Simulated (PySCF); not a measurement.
# Unknowns

Computed data (PySCF 2.14.0 with density-fitted response routines): geometry: GFN2-xTB, GIAO PBE0/pcSseg-1 shieldings, B3LYP/pcJ-1 coupling constants (spin–dipole term left out of most H,H and C,H couplings). Non-relativistic Hamiltonian, a single conformation, in vacuum, averaged over atoms made equivalent by symmetry, fast rotation or ring inversion.

Shifts are taken against calculated references (same method and geometry level): TMS for $^{1}$H (σref 31.72), $^{13}$C (σref 186.93). Multiplet labels drop J under 1 Hz and among equivalent protons, and merge close values. Unscaled 3J(H,H) run several per cent high. Splittings of carbon signals by F and P are missing where no couplings were computed. Where no couplings were computed, multiplicities follow the n + 1 count of equivalent neighbours, and m marks all less simple cases (inequivalent or close neighbours, rings, F or P nearby). Shifts are as computed. Against solution values, carbons near 30 ppm lie about +3 ppm off and those near 130 ppm about +5 ppm. Of 1211 compounds with measured shifts, 218 miss one by over three times the rms of a fit or turn the order of signals round; such compounds aren't used in these exercises. OH and NH positions are gas-phase values without hydrogen bonding to other molecules.

(1) C5H7PSi. $^{1}$H NMR (300 MHz, computed): δ 9.53 (m, 1H), 9.29 (m, 1H), 8.15 (m, 1H), 8.00 (m, 1H), 4.63 (s, 3H). $^{13}$C{$^{1}$H} NMR (computed): δ 173.3 (CH), 166.5 (CH), 142.1 (C), 140.3 (CH), 136.9 (CH). What is it?

(2) C4H7N. $^{1}$H NMR (400 MHz, computed): δ 3.80 (dt, J = 3.7, 2.4 Hz, 1H), 2.32 (s, 1H), 1.87 (t, J = 2.5 Hz, 2H), 1.31 (dt, J = 3.7, 2.6 Hz, 1H), 0.42 (br s, 2H). $^{13}$C{$^{1}$H} NMR (computed): δ 54.5 (CH), 25.1 (CH2), 10.0 (CH). What is it?

Answers

(1) SMILES c1ccc([SiH3])cp1. 5 carbon signals for 5 carbons: no two carbons are equivalent. Carbon types of the structure: 1 × C, 4 × CH, leaving 3 H on heteroatoms. δC 173.3, 166.5, 140.3, 136.9: aromatic CH. δC 142.1: substituted aromatic carbon. δH 9.53, 9.29, 8.15, 8.00: hydrogen on an aromatic CH; it sits in the deshielding region of the aromatic ring current. δH 4.63: hydrogen on a silicon bonded to C.

The shifts were computed for this structure.

(2) `[C@H]12[C@@H](N)[C@H]1C2`. Rings plus π bonds: 2 (2 rings in the answer). 3 carbon signals for 4 carbons: some carbons are equivalent by symmetry or fast rotation. Carbon types of the structure: 3 × CH, 1 × CH2, leaving 2 H on heteroatoms. δC 54.5, 25.1, 10.0: three-membered-ring carbon. δH 3.80, 2.32, 1.87, 1.31: hydrogen on a three-membered-ring carbon. δH 0.42: hydrogen on an amine nitrogen; exchangeable, gas-phase position.

The shifts were computed for this structure.
